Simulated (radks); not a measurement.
Results of a calculation; reference values are marked as such.
Problem. These are the eigenvalues of the occupied orbitals of an atom or ion with whole-number occupations (Ry). Level of theory: non-relativistic Kohn-Sham, exchange-only B88, spin-polarised, spherical densities, point nucleus (a radial shooting solver on a logarithmic mesh with Libxc functionals).

1s: -1531.934

Which element is it, and in what charge state? The configuration may be excited. Open shells, if any, are filled with parallel spins first.

Solution. Z = 40, zirconium, charge +38: Zr38+ in [He]. The 1s level, -765.97 hartree, gives Z - s = 39.1 by -(Z - s)^2/2, which with screening narrows Z to a few neighbours, and with so few levels the electron count can be read from the list.
